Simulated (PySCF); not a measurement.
Species: C₃H₈Si₂.
Geometry (PBE0-D3(BJ)/def2-SVP, Å), atoms numbered from 1 in this order:
```
atom  x, y, z in Å
C1     2.9404    0.7718   -0.1207
C2     1.6768    0.1005    0.1174
C3     0.6174   -0.4674    0.3237
Si4   -1.0152   -1.2426    0.5874
Si5   -2.6646    0.2496   -0.1565
H6     3.2483    1.3540    0.7619
H7     2.8657    1.4636   -0.9742
H8     3.7383    0.0458   -0.3418
H9    -1.1014   -2.5295   -0.1691
H10   -1.2145   -1.5397    2.0396
H11   -4.0313   -0.3274    0.0414
H12   -2.5667    1.5299    0.6097
H13   -2.4713    0.5403   -1.6105
```

Lines to be assigned: C 1s: 289.56 (area 1), 290.25 (area 1), 291.69 (area 1) eV; Si 1s: 1846.07 (area 1), 1846.36 (area 1) eV; Si 2p3/2: 106.36 (area 1), 106.57 (area 1) eV.

Level of theory: PySCF, delta-SCF UKS SCAN, pcX-2 on the ionised atom, pcseg-1 elsewhere, spin-free X2C. Geometry: PBE0-D3(BJ)/def2-SVP; no solvent, vibrations or thermal averaging.

**Question.** Which carbon gives which C 1s line?

**Answer.** 289.56 eV: C3 (alkyne carbon); 290.25 eV: C2 (alkyne carbon); 291.69 eV: C1 (propargylic carbon). Lowest listed C 1s: C3, bonded to C (triple bond) and Si. Highest, 2.13 eV above it: C1, bonded to C and 3 H. The widest gap between neighbouring values is 1.44 eV, between 290.25 and 291.69 eV. Summing the Pauling electronegativity differences to the bonded atoms, each weighted by its formal bond order, gives -0.65 for the lowest site and -1.05 for the highest; the largest sum, 0.00, belongs to C2, 1.44 eV below the top. The smallest sum, -1.05, belongs to C1, 2.13 eV above the lowest.

**Question.** Assign the Si 1s lines to atoms.

**Answer.** 1846.07 eV: Si5 (SiH3 silicon); 1846.36 eV: Si4 (SiH2 silicon). The listed Si 1s values span 0.29 eV, from Si5 (bonded to 3 H and Si) to Si4 (bonded to C, 2 H and Si).

**Question.** Which silicon gives which Si 2p3/2 line?

**Answer.** 106.36 eV: Si5 (SiH3 silicon); 106.57 eV: Si4 (SiH2 silicon). The 2 Si 2p3/2 values lie within 0.21 eV of each other.

Bonded neighbours of each site: C1: C and 3 H; C2: C (triple bond) and C; C3: C (triple bond) and Si; Si4: C, 2 H and Si; Si5: 3 H and Si.

**Question.** Express the binding energy of Si 1s of Si5 in atomic units and per mole.

**Answer.** 1846.07 eV = 67.8418 Eh = 178119 kJ/mol.

The unrestricted hole states depart most from a pure doublet (⟨S²⟩ = 0.75; over 0.85 named) for C 1s of C2 (0.86), which makes this value less certain. The 2p values add to the ΔSCF energy of one spin-free hole a correction within the shell (spin–orbit coupling, ligand field). 2p1/2 minus 2p3/2 (ligand field included): Si 0.62 eV.
